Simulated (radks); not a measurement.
Question: These are the eigenvalues of the occupied orbitals of an atom or ion with whole-number occupations (eV). Calculated with a radial shooting solver on a logarithmic mesh with Libxc functionals: scalar-relativistic Kohn-Sham, LB94 model potential, spin-polarised, spherical densities, finite nucleus; Fermi nuclear charge, rms radius of each element as measured or else 0.836 A^(1/3) + 0.57 fm.

| orbital | eigenvalue |
|---|---|
| 1s | -9983.863 |
| 2s | -1568.028 |
| 2p | -1414.141 |
| 3s | -463.5976 |
| 3p | -416.2814 |

Which element is it, and in what charge state? The configuration may be excited. Open shells, if any, are filled with parallel spins first.

Answer: Z = 30, zinc, charge +12: Zn12+ in [Ar]. The list shows which subshells hold electrons but not how many an open one holds; the 1s level, -366.9 hartree, gives Z - s = 27.1 by -(Z - s)^2/2, which with screening and relativity narrows Z to a few neighbours, and the depths of the outer levels then fix element, charge and occupations together.
